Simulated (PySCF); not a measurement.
```xyz
5
charge 0 multiplicity 1, angstrom
W     0.0000   -0.0066   -0.0047
N     0.0000   -1.3544   -0.9581
F     1.5648   -0.1699    0.9865
F    -1.5648   -0.1699    0.9865
F     0.0000    1.3954   -1.2262
```

All numbers come from PBE0 in PySCF with W def2-SVP with ECP60, N def2-SVP, F def2-SVP; scalar-relativistic core potentials, no spin–orbit coupling; density-fitted integrals.

This geometry of WNF3 is a stationary point at this level.

What is the point group?

C3v.

Is it a minimum?

Yes: all harmonic wavenumbers are real.

List the harmonic modes with their infrared intensities.


```csv
symmetry,ω (cm⁻¹),"IR (km/mol, summed over degenerate members)",type
e,164,19.9,bend
a1,227,9.9,bend
e,336,15.0,bend
a1,715,41.9,stretch
e,719,255,stretch
a1,1197,53.8,stretch
```

Give the atomic charges and bond orders.


```csv
atom,Mulliken,Löwdin,polar tensor,Mayer order to W1
W1,1.27,0.49,2.30,–
N2,-0.28,-0.07,-0.54,2.81
"F3,4,5",-0.33,-0.14,-0.59,1.03
```

In C3v the vibrations span 3e + 3a1.

Stability towards spin polarisation was not tested. Other isomers or separated fragments may lie lower. With an element this heavy the missing spin–orbit coupling can shift these numbers.
